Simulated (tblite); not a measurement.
Compound: C₃H₇O₂Si (doublet state).
Bonds: C1–C2 (double), C2–Si3, Si3–O4, Si3–O5, O5–C6. Hydrogens: H7, H8 on C1; H9 on C2; H10 on O4; H11, H12, H13 on C6.

Structure optimised with GFN2-xTB, isolated species. This method treats the open shell by occupation alone, without spin polarisation.

(1) List the bond lengths, angles and torsions at this level.

## Answers

(1) 
| bond | length (Å) | order |
| --- | --- | --- |
| C1=C2 | 1.336 | double |
| C2–Si3 | 1.861 | single |
| Si3–O4 | 1.620 | single |
| Si3–O5 | 1.641 | single |
| O5–C6 | 1.390 | single |
| C1–H7 | 1.078 | single |
| C1–H8 | 1.076 | single |
| C2–H9 | 1.085 | single |
| O4–H10 | 0.959 | single |
| C6–H11, C6–H12, C6–H13 | 1.092 | single |

Bonds in one row agree within 0.01 Å and their mean is given. Orders are formal, as drawn. A selection of angles:
| angle | degrees |
| --- | --- |
| C2–C1–H7 | 122.2 |
| C2–C1–H8 | 121.3 |
| H7–C1–H8 | 116.5 |
| C1–C2–Si3 | 124.4 |
| C1–C2–H9 | 117.9 |
| Si3–C2–H9 | 116.7 |
| C2–Si3–O4 | 116.7 |
| C2–Si3–O5 | 116.1 |
| O4–Si3–O5 | 103.5 |
| Si3–O4–H10 | 119.3 |
| Si3–O5–C6 | 128.4 |
| O5–C6–H11 | 111.1 |
| O5–C6–H13 | 107.9 |
| H11–C6–H12 | 108.6 |

Dihedral angles: C1–C2–Si3–O4 21° (synperiplanar); C2–Si3–O5–C6 48° (synclinal); H10–O4–Si3–C2 105° (anticlinal). The mirror-image conformer, all signs reversed, is as good.

The O–Si distances run from 1.620 Å (Si3–O4, drawn single) to 1.641 Å (Si3–O5, drawn single), a spread of 0.021 Å. C1 (carbon bonded to C and 2 H) is planar (angles 122.2°, 121.3° and 116.5°, sum 360.0°, 0.01 Å off the plane of its three neighbours). C2 (carbon bonded to C, Si and H) is almost planar (angles 124.4°, 117.9° and 116.7°, sum 359.0°, 0.08 Å off the plane of its three neighbours). O4 (oxygen bonded to Si and H) is bent (angle 119.3°). Si3 (silicon bonded to C and 2 O) is pyramidal (angles 116.7°, 116.1° and 103.5°, sum 336.3°, 0.49 Å off the plane of its three neighbours).

Point group: C1 (no symmetry element, even within 0.4 Å). Its GFN2-xTB frequencies are all real (lowest 70 cm⁻¹). Torsions: C1–C2–Si3–O4 21°, C2–Si3–O4–H 105°, C2–Si3–O5–C6 48°. 3 starts were optimised and ended at 0.00, 1.64 and 2.24 kcal/mol (GFN2-xTB); the lowest of these is shown.

All values are computed, not measured.
